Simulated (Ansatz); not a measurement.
Consider the ligand exchange at the Si–F bond: `CO[SiH2]F` + `S[SiH2]Cl` → `CO[SiH2]S[SiH2]Cl` + H–F.

Calculated with Ansatz (gas phase, PBE0-D4/def2-TZVP geometries, no zero-point term in ΔE). CBS: MP2 limit from def2 TZ/QZ plus the TZ coupled-cluster correction, frozen cores. This one scheme is used for every species. Functionals use def2-TZVPP. B3LYP here is the variant with VWN-RPA as its local correlation; programs differ in this. Each species was taken in one conformer, which may not be the lowest.

CCSD(T)/CBS gives +18.8 kcal/mol.

Task: Another level gave +20.8 kcal/mol. Which?
A. PBE0/def2-TZVPP
B. B3LYP/def2-TZVPP
C. SCS-MP2/def2-TZVPP
D. MP2/def2-TZVPP

Result: C. SCS-MP2/def2-TZVPP 20.8, PBE0 19.7, B3LYP 24.9, MP2/def2-TZVPP 18.2 kcal/mol.

Largest T1 diagnostic among the species: 0.011.

The D4 term adds −5.4 kcal/mol with B3LYP and −3.1 kcal/mol with PBE0; it sums over pairs of atoms, weighted by their polarisabilities, and B3LYP, whose exchange is more repulsive, gets the larger term. In def2-TZVPP, CCSD(T) changes the Hartree–Fock value by −8.1 kcal/mol (the triples alone add −1.5 kcal/mol) and MP2 by −9.7 kcal/mol.
